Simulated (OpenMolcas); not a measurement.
Lines of Sb⁺: computed and rescaled rates

| Property | Result |
| --- | --- |
| Program | OpenMolcas 26.06 |
| Method | MS-RASPT2, IPEA 0.25 Eh, imaginary shift 0.1 Eh (closed shells correlated: 4d 5s) |
| Basis | ANO-R3 [8s7p5d3f2g1h] |
| Scalar Hamiltonian | X2C, finite nucleus |
| Active space | 2 electrons in 9 orbitals (RAS2 5p; RAS3 5d 6s, at most 1 electron) |
| State averaging | 2S+1 = 3 even, 3 roots; 2S+1 = 1 even, 6 roots; 2S+1 = 3 odd, 18 roots; 2S+1 = 1 odd, 18 roots |
| Spin-orbit coupling | state interaction with AMFI integrals over the reference wave functions, term energies averaged over their components |

Rates come from the transition moments of the reference wave functions (E1 and E2 in the length form). At fixed line strength A goes as λ^-3 for E1 and M1 and as λ^-5 for E2, so a rate at the computed wavelength can be rescaled to the measured one. Measured vacuum wavelengths follow from level energies in NIST Handbook of Basic Atomic Spectroscopic Data. Branching counts decays inside the model space alone, at computed energies, and the table is only a selection of the E1 lines, drawn from those between levels with measured partners whose computed energy lies within a factor of 1.5 of the measured one.

```tsv
Upper	Lower	Type	λ computed (nm)	λ measured (nm)	A computed (s-1)	A rescaled (s-1)	Branching %
5s2 5p 6s 1P* 1	5s2 5p2 1S0	E1	205.9	192.3	6.04e+07	7.41e+07	5.0
5s2 5p 6s 3P* 1	5s2 5p2 1D2	E1	175.7	176.2	8.16e+07		8.9
5s2 5p 6s 3P* 2	5s2 5p2 1D2	E1	162	160	6.00e+07		6.6
5s2 5p 6s 1P* 1	5s2 5p2 1D2	E1	158.9	158.5	1.01e+09	1.02e+09	84.4
5s2 5p 6s 3P* 1	5s2 5p2 3P2	E1	156.1	156.5	4.14e+08	4.11e+08	45.2
5s2 5p 6s 3P* 0	5s2 5p2 3P1	E1	151.2	151.3	8.00e+08	7.98e+08	100.0
5s2 5p 6s 3P* 1	5s2 5p2 3P1	E1	150.3	150.4	1.60e+08	1.60e+08	17.5
5s2 5p 6s 3P* 2	5s2 5p2 3P2	E1	145.2	143.6	5.93e+08	6.13e+08	65.7
5s2 5p 6s 3P* 1	5s2 5p2 3P0	E1	144.8	143.8	2.57e+08	2.62e+08	28.1
5s2 5p 6s 1P* 1	5s2 5p2 3P2	E1	142.7	142.4	1.45e+07		1.2
5s2 5p 6s 3P* 2	5s2 5p2 3P1	E1	140.2	138.5	2.50e+08	2.59e+08	27.7
5s2 5p 6s 1P* 1	5s2 5p2 3P1	E1	137.8	137.3	5.45e+07		4.5
5s2 5p 6s 1P* 1	5s2 5p2 3P0	E1	133.2	131.8	5.80e+07		4.8
5s2 5p 5d 3F* 2	5s2 5p2 1D2	E1	130.9	156.5	1.34e+08		20.9
5s2 5p 5d 3F* 2	5s2 5p2 3P2	E1	119.7	140.8	8.33e+06	5.12e+06	1.3
5s2 5p 5d 3F* 3	5s2 5p2 3P2	E1	118.1	138.8	4.59e+08	2.83e+08	100.0
5s2 5p 5d 3F* 2	5s2 5p2 3P1	E1	116.3	135.8	5.01e+08	3.15e+08	77.8
```

Spin-changing lines and M1 lines between different terms are not rescaled, since their strength hangs on the term gaps too.

The largest correction is for 5s2 5p 5d 3F* 2 → 5s2 5p2 3P2 (E1): 8.33e+06 × (119.7 / 140.8)^3 = 5.12e+06 s-1, a factor of 0.61.

The computed rate and branching of 5s2 5p 6s 3P* 0 → 5s2 5p2 3P1 give the upper level a radiative lifetime of 1.000 / 8.00e+08 s-1 = 1.25e-09 s, counting decays inside the model space alone. The rescaled rate gives about 1.3e-09 s.

No measured rate stands beside these. Rescaling mends the energy factor alone: line strengths can still be far off where a level mixes with configurations outside the active space, and weak or spin-changing lines hang on small mixing coefficients that depend on the term gaps too, so rescaling need not improve them.

Term energies are means over components that CASPT2 splits; among the terms shown or strongly mixed into the levels shown the widest spread is 160 cm-1 (5s2 5p 5d 3F*). Over all roots computed the reference weight is 0.83 to 0.91; the roots of lowest weight are the least certain, and an intruder state may touch them. ANO sets are built for valence states and can reach diffuse excited orbitals poorly, and with the s shell closed the s pⁿ⁺¹ terms that mix with these levels are absent. With the s shell closed, the reference lacks s² → p² mixing. Some terms miss by over 15 % even with CASPT2, which points to a basis or an active space too small for the shells correlated. Computed and measured levels are paired by configuration, term and J; levels that our copy of the source lacks, or whose pairing is in doubt (as where it misses far off the trend of its configuration), stay unpaired. Levels of configurations outside the active space are missing.

* marks odd parity.
